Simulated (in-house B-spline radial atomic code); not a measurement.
Radial electron density of Mo⁴⁺, [Kr] 4d2. Level of theory: non-relativistic Hartree-Fock, average of configuration, point nucleus; calculated with a radial B-spline atomic code at the basis-set limit.

Columns: r (bohr), 4πr²n(r) (electrons per bohr), bar.

```
 0.00156    1.386 #
 0.00191    2.017 #
 0.00232    2.875 ##
 0.00283    4.099 ###
 0.00346    5.812 ####
 0.00421     8.08 ######
 0.00514    11.14 ########
 0.00626    15.05 ##########
 0.00763    19.93 ##############
 0.00931    25.79 ##################
  0.0113     32.2 ######################
  0.0138    39.05 ###########################
  0.0169     45.4 ###############################
  0.0206    50.01 ##################################
  0.0251    52.07 ####################################
  0.0306    51.23 ###################################
  0.0373     48.2 #################################
  0.0454     45.1 ###############################
  0.0554    44.69 ###############################
  0.0675     48.9 ##################################
  0.0823    56.72 #######################################
     0.1    63.55 ############################################
   0.122    64.17 ############################################
   0.149    56.54 #######################################
   0.182    45.88 ###############################
   0.222    40.89 ############################
    0.27    44.41 ##############################
    0.33    49.68 ##################################
   0.402    46.66 ################################
    0.49    33.97 #######################
   0.597    19.79 ##############
   0.728     12.1 ########
   0.888    10.93 #######
    1.08    10.85 #######
    1.32    8.509 ######
    1.61    4.902 ###
    1.96    2.092 #
    2.39   0.6587 
    2.92   0.1519 
    3.56  0.02532 
    4.33 0.002769 
    5.28 0.0001599
```

On this grid the curve has 3 maxima, near 0.0251, 0.122, 0.33 bohr.

The 4p radial function P(r) = rR(r), positive near the nucleus:

```csv
r (bohr),P
0.00191,0.001109
0.00283,0.002388
0.00421,0.005134
0.00626,0.01087
0.00931,0.02255
0.0138,0.04506
0.0206,0.08691
0.0306,0.1548
0.0454,0.2466
0.0675,0.3287
0.1,0.3114
0.149,0.08244
0.222,-0.3218
0.33,-0.5332
0.49,-0.1393
0.728,0.6587
1.08,1.045
1.61,0.6923
2.39,0.2077
3.56,0.02188
```
